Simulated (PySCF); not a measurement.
# Electron correlation in Ar³⁺ (argon, charge +3)

[Ne] 3s2 3p3, high-spin 4S determinant. All numbers are calculated (PySCF 2.14, no relativity, point nucleus, in aug-cc-pV(D+d)Z (5s4p3d, 32 functions)). Frozen: [Ne]; 5 electrons correlated.

MP2 pair energies summed by pair of shells (mhartree):

```csv
pair,energy,share (%)
3s-3p,-51.53,66.3
3p-3p,-19.08,24.5
3s-3s,-7.17,9.2
```

Total MP2 correlation energy: -77.78 mhartree.

Same-spin part -20.18 and opposite-spin part -57.60 mhartree; SCS-MP2 scales them by 1/3 and 6/5 to -75.85 mhartree.

```json
{"level": "CCSD", "correlation energy (mhartree)": "-99.76"}
{"level": "(T)", "correlation energy (mhartree)": "-0.99"}
{"level": "CCSD(T)", "correlation energy (mhartree)": "-100.75"}
```

Diagnostics: T1 = 0.0015, D1 = 0.0047, largest double amplitude 0.058.

Cost of the coupled-cluster step: 0.18 s of wall time on 1 thread of Intel(R) Xeon(R) Platinum 8559C (shared host), for 5 correlated electrons.
